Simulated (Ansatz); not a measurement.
`CO[Si](O)([SiH3])Br`, charge 0, multiplicity 1.

Question: Give a relaxed structure at PBE0-D4/def2-TZVP (the Gaussian-basis code of Ansatz). (An estimate is asked.)

Answer: The calculation gave: 
```xyz
13

C    -1.943   -0.707   -0.508
O    -0.875    0.062   -1.019
Si    0.679    0.020   -0.531
O     1.569    0.881   -1.585
Si    1.053    0.861    1.613
Br    1.320   -2.133   -0.545
H    -1.737   -1.777   -0.603
H    -2.132   -0.476    0.545
H    -2.836   -0.463   -1.084
H     1.530    0.644   -2.514
H     0.178    0.124    2.564
H     2.473    0.654    1.994
H     0.721    2.309    1.673
```
This is one stationary point; other conformers may exist.
